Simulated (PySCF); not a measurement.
A GIAO shielding run with PySCF 2.14 (density fitting, non-relativistic, gas phase) on `InChI=1S/C7H13FSi/c1-3-5-7(9-8)6-4-2/h5,7H,1,4,6,9H2,2H3/t7-/m0/s1`:

```
$ OMP_NUM_THREADS=1 python probes_run.py task.json out

{"job": {"kind": "nmr", "xc": "PBE0", "basis": "pcSseg-1"}, "charge": 0, "multiplicity": 1}
C     -3.145492     1.723286    -0.624008
C     -2.274806     0.953988    -0.052474
C     -1.391974     0.173773     0.488950
C     -0.458864    -0.713488    -0.287481
C      0.993341    -0.499632     0.159060
C      1.481711     0.918913    -0.128261
C      2.939534     1.107607     0.272149
Si    -0.998046    -2.533652    -0.091010
F      0.049511    -3.436926    -0.923161
H     -4.142619     1.380768    -0.853682
H     -2.919713     2.745508    -0.884974
H     -1.303513     0.122601     1.567065
H     -0.534349    -0.438711    -1.346225
H      1.080136    -0.699915     1.230289
H      1.636993    -1.211067    -0.363826
H      1.368873     1.127395    -1.194914
H      0.856662     1.632709     0.413524
H      3.578499     0.419419    -0.277288
H      3.072727     0.920871     1.335601
H      3.265705     2.122965     0.059496
H     -2.292769    -2.790622    -0.699586
H     -0.871956    -3.006403     1.279999
```

Hardware: 1 thread of an Arm Neoverse V2, shared host. The job also computes population analyses, field gradients.

Question: How large is the calculation?

Answer: 78 electrons, 225 basis functions and 1185 auxiliary functions.

Question: How long does it take, and how much memory does it need?

Answer: 46 s of wall time, with 14 SCF cycles and 5 response iterations; peak memory 1.1 GiB. Times on a shared host scatter by some tens of per cent.
